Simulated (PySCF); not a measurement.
Bi(OH)(SiH3)2 (BiH7OSi2), SMILES [OH][Bi]([SiH3])[SiH3]. Atoms are numbered in the order given.

```xyz
11

Bi    -0.2513     0.4966     0.0000
O      1.7873     1.0777     0.0000
H      2.3421     0.2874     0.0000
Si     0.1103    -1.4096     1.8541
H      0.2209    -0.7959     3.2131
H     -1.0323    -2.3771     1.8534
H      1.3749    -2.1548     1.5616
Si     0.1103    -1.4096    -1.8541
H      0.2209    -0.7959    -3.2131
H      1.3749    -2.1548    -1.5616
H     -1.0323    -2.3771    -1.8534
```
Charge 0, spin multiplicity 1.

Geometry optimised at PBE0-D3(BJ)/def2-SVP. The structure was generated by enumeration; whether it is a known compound was not checked. The def2 effective core potentials stand for the cores of Bi; spin–orbit coupling is left out. One conformer was computed; it need not be the lowest.

Method: B3LYP/def2-TZVP (PySCF).

Atomic charges (e):

| atom | Löwdin | Mulliken |
|---|---|---|
| Bi1 | 0.44 | ___ |
| O2 | -0.42 | -0.68 |
| H3 | 0.13 | ___ |
| Si4 | 0.05 | 0.02 |
| H5 | -0.04 | ___ |
| H6 | -0.04 | ___ |
| H7 | -0.04 | ___ |
| Si8 | 0.05 | 0.02 |
| H9 | -0.04 | ___ |
| H10 | -0.04 | ___ |
| H11 | -0.04 | ___ |

Q: Some entries are withheld; supply them. (Estimate from the structure and the level; the computed values follow.)

A: 
- Bi1, Mulliken: 0.56
- H3, Mulliken: 0.30
- H5, Mulliken: -0.04
- H6, Mulliken: -0.04
- H7, Mulliken: -0.04
- H9, Mulliken: -0.04
- H10, Mulliken: -0.04
- H11, Mulliken: -0.04
